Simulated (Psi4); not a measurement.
C$_{3}$H$_{9}$Al, singlet, at a GFN2-xTB geometry (such geometries of metal compounds can be far from the true shape). Base run: PBE/3-21G (Psi4).

Here is a job for Psi4.
```
memory 2 GB

molecule mol {
0 1
  Al    0.013776    0.005364    0.001119
  C    -1.367121   -1.423289   -0.177128
  H    -1.449591   -1.801698   -1.201667
  H    -2.369334   -1.074526    0.094358
  H    -1.151179   -2.287400    0.460506
  C    -0.160273    1.696227   -1.043094
  H     0.696765    1.872642   -1.701937
  H    -0.231015    2.580975   -0.401292
  H    -1.051819    1.697710   -1.679555
  C     1.568750   -0.257473    1.222865
  H     2.240815    0.607500    1.227244
  H     2.176454   -1.126142    0.947513
  H     1.263117   -0.423591    2.261461
}

set basis 3-21g
set reference rks

energy('pbe')
print_variables()
```

The base run was repeated with changes; each row names its change, and settings that it needs were set with it.

```csv
change,E (Eh),core-seconds (rough)
base,-359.87544,6
functional = b97m-v,(withheld),200
functional = b3lyp,(withheld),5
functional = wb97x,-360.16363,6
functional = mn15,-359.58714,7
functional = r2scan,(withheld),9
functional = wb97x-v,-360.12240,200
functional = b2plyp,-359.86958,5
functional = dsd-pbep86,-359.54626,4
functional = pw6b95,-360.57929,7
functional = revpbe,-360.10445,6
functional = m06-l,-360.19575,8
functional = wb97m-v,(withheld),200
```

Question: Fill in the missing entries.

Answer: 
- functional = b97m-v, E (Eh): -360.14413
- functional = b3lyp, E (Eh): -360.22955
- functional = r2scan, E (Eh): -360.07936
- functional = wb97m-v, E (Eh): -360.10842

Absolute energies of different levels of theory aren't comparable as measures of quality.
